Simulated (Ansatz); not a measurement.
GaCl₂F, relaxed as a singlet with RKS r2SCAN-D4/def2-SVP in Ansatz, starting from the GFN2-xTB geometry. Force threshold 0.02 eV/Å.

Start:

Cartesian coordinates in Å:
```
Ga 0.0140 -0.0052 0.0052
Cl 0.3671 -2.0031 -0.4357
Cl 1.1723 1.4147 0.9804
F -1.5534 0.5936 -0.5499
```

(1) Estimate the energy that the relaxation releases and the steps that it takes.

(2) Does the start keep its bonding and symmetry?

(3) Predict the relaxed structure.

Results:

(1) 1.5 kcal/mol, in 4 steps; 6.5 s on 4 threads of Arm Neoverse V1 on a shared host. No frequencies were taken in this run, so the end may be a saddle point.

(2) By distances, no bond broke or formed. The bond that changes most is Ga1–Cl3, from 2.08 to 2.11 Å (atoms count from 1). Point group C2v at the start, C2v at the end, both within 0.05 Å.

(3) 
```xyz
4

Ga   -0.0617    0.0238   -0.0223
Cl    0.4364   -1.9956   -0.4006
Cl    1.2269    1.3597    0.9896
F    -1.6016    0.6121   -0.5667
```
Bond lengths: 2 × Cl–Ga 2.11 Å; 1 × F–Ga 1.74 Å.
